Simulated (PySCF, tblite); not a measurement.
Isomers of [C8H10P]+ (charge +1). Calculated harmonic vibrations of the isolated species, GFN2-xTB (tblite), most abundant isotopes, no scaling. This tight-binding method is rough: wavenumbers can miss measured ones by several per cent, in bad cases by 10 to 20. Modes of hydrogen on phosphorus can be 10 to 20 % off. One conformer each.

Electronic energies: PBE0/pcSseg-1 single points on the GFN2-xTB geometries (PySCF, gas phase).

```
               SMILES  electronic energy, lowest = 0 (kcal/mol)
C#CC[P@@+]1(C)C=C1C=C                                     100.4
C[P+]12C=CC(C=C1)C=C2                                      37.1
 c1ccc2c(c1)CC[PH2+]2                                       0.0
 c1ccc2c(c1)C[PH2+]C2                                       2.0
    C=C[PH2+]c1ccccc1                                      25.1
   C#CC[PH+]1C=CCC=C1                                      66.5
```

Problem. How do GFN2-xTB zero-point energies change the relative energies?

Solution. 
```
               SMILES  ZPE (kcal/mol)  of it from modes above 1550 cm⁻¹  electronic (kcal/mol)  with ZPE, lowest = 0 (kcal/mol)  lowest mode (cm⁻¹)  rings
 c1ccc2c(c1)CC[PH2+]2            94.5                              46.1                    0.0                              0.0                  93      2
 c1ccc2c(c1)C[PH2+]C2            94.0                              46.1                    2.0                              1.4                  75      2
    C=C[PH2+]c1ccccc1            92.4                              49.0                   25.1                             23.0                  20      1
C[P+]12C=CC(C=C1)C=C2            94.5                              50.7                   37.1                             37.1                 117      3
   C#CC[PH+]1C=CCC=C1            92.0                              50.3                   66.5                             63.9                  42      1
C#CC[P@@+]1(C)C=C1C=C            90.2                              51.8                  100.4                             96.0                  29      1
```

The zero-point energies span 4.3 kcal/mol, from `C#CC[P@@+]1(C)C=C1C=C` to `c1ccc2c(c1)CC[PH2+]2`. The order is unchanged.

Problem. And how do the electronic energies of GFN2-xTB itself compare?

Solution. `c1ccc2c(c1)CC[PH2+]2` 0.0; `c1ccc2c(c1)C[PH2+]C2` 1.0; `C=C[PH2+]c1ccccc1` 31.8; `C[P+]12C=CC(C=C1)C=C2` 31.5; `C#CC[PH+]1C=CCC=C1` 65.0; `C#CC[P@@+]1(C)C=C1C=C` 112.4 kcal/mol, lowest = 0. Against the energies above, taken from the same isomer `c1ccc2c(c1)CC[PH2+]2`, the largest difference is 12.0 kcal/mol.

Problem. What do entropy and thermal enthalpy add at 298.15 K and 1 bar (rigid rotor, harmonic oscillator, one conformer each)?

Solution. 
| SMILES | point group | symmetry number | S (cal/(mol K)) | H − H(0) (kcal/mol) | ZPE + H − H(0) − TS (kcal/mol) |
| --- | --- | --- | --- | --- | --- |
| c1ccc2c(c1)CC[PH2+]2 | C1 | 1 | 87.6 | 5.63 | 74.0 |
| c1ccc2c(c1)C[PH2+]C2 | Cs | 1 | 87.6 | 5.61 | 73.5 |
| C[P+]12C=CC(C=C1)C=C2 | C3v | 3 | 86.0 | 5.90 | 74.8 |
| C#CC[PH+]1C=CCC=C1 | C1 | 1 | 98.7 | 6.86 | 69.4 |
| C#CC[P@@+]1(C)C=C1C=C | C1 | 1 | 108.6 | 8.09 | 65.9 |

Not tabulated: `C=C[PH2+]c1ccccc1` (lowest mode only 20 cm⁻¹).
